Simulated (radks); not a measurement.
Effect of the nuclear size on neutral phosphorus, [Ne] 3s2 3p3. Method: Dirac Kohn-Sham, exchange-only LDA, spin-unpolarised, spherical densities, finite nucleus; open shells fill j = l - 1/2 first; Fermi nuclear charge, rms radius 3.1889 fm; computed with a radial shooting solver on a logarithmic mesh with Libxc functionals. The rms radius is varied about that value; shifts are against it.

| rms radius (fm) | total energy shift (eV) | density at nucleus (e/bohr^3) | 1s1/2 shift (meV) | 2s1/2 shift (meV) |
|---|---|---|---|---|
| 2.599 | -0.00246 | 2374 | -1.03 | -0.070 |
| 3.0263 | -0.000728 | 2368 | -0.305 | -0.021 |
| 3.1889 | 0 | 2367 | 0.000 | 0.000 |
| 3.4759 | 0.00138 | 2364 | 0.577 | 0.039 |
| 3.7693 | 0.00290 | 2361 | 1.22 | 0.082 |

Slopes of the eigenvalues against <r^2> in GHz/fm^2, as finite differences over the two radii next to the reference (eigenvalue slopes, not the field-shift constants of lines): 1s1/2 73.0, 2s1/2 4.92.
